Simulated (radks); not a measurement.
Values are calculated unless marked as measured or tabulated.
Exchange energies: the exact (Fock) value of the Kohn-Sham orbitals and density-functional approximations, as 100 (|E| - |E exact|)/|E exact|, negative where the magnitude is too small. Species: Sc14+ [He] 2s2 2p3; Rb [Kr] 5s1; Rb4+ [Ar] 3d10 4s2 4p3. Level of theory: non-relativistic Kohn-Sham, r2SCAN, spin-polarised, spherical densities, point nucleus; meta-GGA in the generalised Kohn-Sham scheme (a radial shooting solver on a logarithmic mesh with Libxc functionals). Every spin shell is full or empty, so the densities are truly spherical. Functionals are evaluated on that one density, not self-consistently.

functional          Sc14+        Rb      Rb4+
exact (hartree)  -24.6476  -97.8450  -96.5258
LDA                 -9.71     -5.49     -5.53
PBEsol              -4.30     -2.52     -2.52
RPBE                -0.10     -0.18     -0.16
PW86                +0.15     0.00     +0.01
G96                 -0.12     +0.31     +0.33
APBE                +0.23     +0.40     +0.41
TPSS                +0.08     -0.13     -0.13
SCAN                +0.02     +0.24     +0.24
r2SCAN              -0.20     -0.03     -0.03
MS2                 0.00     -0.45     -0.44
Tao-Mo              -0.19     -0.69     -0.69
